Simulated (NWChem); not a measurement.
System: C₂H₇BS; SMILES CB(C)S

The following NWChem deck was run.

```
start job
memory heap 200 mb stack 900 mb global 1100 mb
geometry units angstroms
  B      0.205306    -0.253658     0.341063
  C      1.663206    -0.819569     0.133308
  H      1.718911    -1.880279     0.374597
  H      2.360351    -0.322169     0.808410
  H      2.042841    -0.686008    -0.877431
  C     -0.614108    -0.533164     1.664263
  H     -1.377382    -1.290587     1.478357
  H     -1.142067     0.347089     2.030332
  H      0.008078    -0.906743     2.474242
  S     -0.522557     0.710389    -0.973539
  H     -1.690163     0.979475    -0.396064
end
basis spherical
  * library def2-svp
end
dft
  xc pbe0
  iterations 150
end
driver
  maxiter 120
end
task dft optimize
task dft freq
```

The level has its own optimisation; frequencies are unscaled.

Question: What results follow from this input? (PBE0/def2-SVP.) Quantities: r B–C (Å); r B–S (Å); r H–S (Å); highest harmonic frequency (cm⁻¹); lowest (cm⁻¹); zero-point energy (kcal/mol); dipole (D).

Answer: 
```
Item                               Value
---------------------------------  -----
r B–C (Å)                          1.574
r B–S (Å)                          1.800
r H–S (Å)                          1.352
highest harmonic frequency (cm⁻¹)   3162
lowest (cm⁻¹)                         64
zero-point energy (kcal/mol)        54.7
dipole (D)                          1.24
```
